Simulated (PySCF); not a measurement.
# Computed records: CH3FSi

Computed with PySCF 2.14.0. Calculation on a computer-drawn molecule: the log of a Hartree-Fock and frozen-core CCSD(T) single point meant for a local Hartree-Fock minimum, with one planted fault or none, to be diagnosed. Offsets are logged minus clean, where the clean run is the same molecule without the fault. The reference is restricted for singlets and unrestricted otherwise, and also for a bond in bohr or an excited solution. Adding or removing an electron swaps singlet and doublet. The excited solution moves the top pair (singlet) or top alpha electron (doublet) to the lowest empty orbital. Highest occupied and lowest empty are orbital energies over both spins, largest force is the largest gradient component, triples share is (T) over the correlation energy, the T1 limit is 0.02 restricted and 0.045 unrestricted, electrons count all cores, a negative frequency is imaginary (commonest isotopes), and the dipole is about the centre of nuclear charge.

```json
{"formula": "CH3FSi", "logged_structure": {"atoms_angstrom": [["C", -1.5018, 2.6749, -1.6224], ["Si", -0.8471, 0.9928, -1.0566], ["F", 0.6768, 1.4578, -0.6901], ["H", -1.3144, 4.0548, -0.0861], ["H", -0.8971, 3.0469, -2.4591], ["H", -2.5486, 2.634, -1.9344]]}, "given": {"meant_charge": 0, "meant_multiplicity": 1, "meant_basis": "cc-pV(D+d)Z", "logged_electrons": 32, "logged_basis_functions": 66, "logged_SCF_converged": "yes", "logged_spin_squared": 0.9785, "logged_highest_occupied [eV]": -9.768, "logged_lowest_empty [eV]": 0.91486, "logged_largest_force [hartree/bohr]": 0.0185, "logged_T1_diagnostic": 0.069222, "logged_D1_diagnostic": 0.24898, "logged_triples_share": 0.032072, "logged_CC_converged": "yes", "logged_dipole_magnitude [debye]": 1.9075, "logged_SCF_stable_within_its_kind": "yes", "logged_energy_HF [hartree]": -427.89092, "logged_energy_CCSD(T) [hartree]": -428.33848, "possible_faults": "no fault, one electron removed, one electron added, multiplicity raised by two, geometry at a saddle point, SCF held on an excited solution, minimal basis STO-3G, one bond length entered in bohr, all coordinates scaled", "drawn_bonds_atom": [1, 2, 1, 1, 1], "drawn_bonds_other_atom": [2, 3, 4, 5, 6], "drawn_bonds_order": [1, 1, 1, 1, 1]}, "results": {"planted_fault": "one bond length entered in bohr, row 3 of the drawn bonds", "HF_energy_offset_from_clean_run [kcal/mol]": 74.4, "CCSD(T)_energy_offset_from_clean_run [kcal/mol]": 80.28}, "notes": ["T1 above single-reference limit"]}
```
